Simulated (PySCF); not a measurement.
A search over the determinants of SbPb

Unrestricted PBE0; Sb cc-pVDZ-PP with ECP28, Pb cc-pVDZ-PP with ECP60; scalar-relativistic core potentials (PySCF 2.14). Outer shells of the fragments: Sb 4d10 5s2 5p3; Pb 5d10 6s2 6p2.

Followed along the bond (rough minima from three points):

| 2Ms+1 | unpaired | ⟨S²⟩ at the start | R at minimum (Å) | Te (eV) |
| --- | --- | --- | --- | --- |
| 2 | π ↑ | 0.83 | 2.73 | 0.00 |
| 2 | σ ↑ | 1.01 | 2.61 | 0.44 |
| 4 | π ↑↑↑ | 3.76 | 3.01 | 0.81 |
| 2 | π ↑↑↓ | 1.76 | 3.01 | 1.15 |
| 4 | σ ↑, π ↑↑ | 3.76 | 2.86 | 1.43 |

Solutions found at the starting distance of 2.760 Å, counted from the lowest of them; the search is not exhaustive and high or unbound solutions are not listed, so other states can lie among these:

```json
{"2Ms+1": "2", "unpaired": "π ↑", "term": "²Π", "E (eV)": "0.00", "⟨S²⟩": "0.83", "⟨Lz²⟩": "1.00", "μ (D)": "2.09"}
{"2Ms+1": "2", "unpaired": "σ ↑", "term": "²Σ⁺", "E (eV)": "0.57", "⟨S²⟩": "1.01", "⟨Lz²⟩": "0.00", "μ (D)": "2.01"}
{"2Ms+1": "4", "unpaired": "π ↑↑↑", "term": "⁴Π", "E (eV)": "1.01", "⟨S²⟩": "3.76", "⟨Lz²⟩": "1.00", "μ (D)": "0.66"}
{"2Ms+1": "2", "unpaired": "π ↑↑↓", "term": "mixed", "E (eV)": "1.35", "⟨S²⟩": "1.76", "⟨Lz²⟩": "3.01", "μ (D)": "0.68"}
{"2Ms+1": "4", "unpaired": "σ ↑, π ↑↑", "term": "mixed", "E (eV)": "1.47", "⟨S²⟩": "3.76", "⟨Lz²⟩": "2.01", "μ (D)": "1.04"}
{"2Ms+1": "4", "unpaired": "σ ↑, π ↑↑", "term": "mixed", "E (eV)": "1.86", "⟨S²⟩": "3.76", "⟨Lz²⟩": "2.00", "μ (D)": "1.48"}
{"2Ms+1": "2", "unpaired": "σ ↓, π ↑↑", "term": "mixed", "E (eV)": "1.86", "⟨S²⟩": "1.76", "⟨Lz²⟩": "2.01", "μ (D)": "1.05"}
{"2Ms+1": "2", "unpaired": "σ ↓, π ↑↑", "term": "mixed", "E (eV)": "2.26", "⟨S²⟩": "1.76", "⟨Lz²⟩": "2.00", "μ (D)": "1.51"}
{"2Ms+1": "2", "unpaired": "π ↑", "term": "mixed", "E (eV)": "2.42", "⟨S²⟩": "0.75", "⟨Lz²⟩": "3.01", "μ (D)": "0.59"}
{"2Ms+1": "6", "unpaired": "σ ↑, π ↑↑↑↑", "term": "⁶Σ⁺", "E (eV)": "2.46", "⟨S²⟩": "8.75", "⟨Lz²⟩": "0.00", "μ (D)": "-2.30"}
```

A term symbol is given only where ⟨S²⟩ and ⟨Lz²⟩ are close to those of a pure state; real π, δ and φ orbitals otherwise mix terms. A positive dipole means Sb(−)Pb(+).

Problem. Compare the gap between the two lowest followed solutions at the starting distance with the gap between their minima.

Solution. At PBE0 the second solution (doublet, unpaired electrons σ ↑) lies +0.57 eV from the first (doublet, unpaired electrons π ↑) at 2.760 Å and +0.44 eV at the minima; the two curves relax by different amounts, since their minima lie near 2.61 and 2.73 Å.

These are scalar-relativistic numbers at best; spin–orbit coupling would shift them, the dissociation energy most. Counting both spins, an empty level lies below a filled one in some of these solutions, because spin and occupation are held.
